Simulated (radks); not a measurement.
Task: Coherent X-ray form factor from a spherical all-electron density. Method: Dirac Kohn-Sham, LDA (Slater exchange, Perdew-Wang correlation), spin-unpolarised, spherical densities, point nucleus; computed with a radial shooting solver on a logarithmic mesh with Libxc functionals.

| sin(theta)/lambda (1/angstrom) | f0 (electrons) |
|---|---|
| 0.05 | 25.622 |
| 0.1 | 24.579 |
| 0.15 | 23.083 |
| 0.2 | 21.357 |
| 0.25 | 19.568 |
| 0.3 | 17.825 |
| 0.4 | 14.697 |
| 0.5 | 12.189 |
| 0.6 | 10.303 |
| 0.8 | 7.972 |
| 1 | 6.747 |
| 1.25 | 5.765 |
| 1.5 | 4.919 |
| 2 | 3.411 |

The species is in the configuration that NIST lists as its ground one. Which atom or ion scatters so?

Result: The cobalt ion Co+, [Ar] 3d8. Extrapolating in s^2 from the first two rows gives f0(0) = 26.0, near the electron count 26; among species with that count, the fall with angle is slower the higher Z, and the table is that of Z = 27; from so few rows the species is fixed only to a neighbour or two.
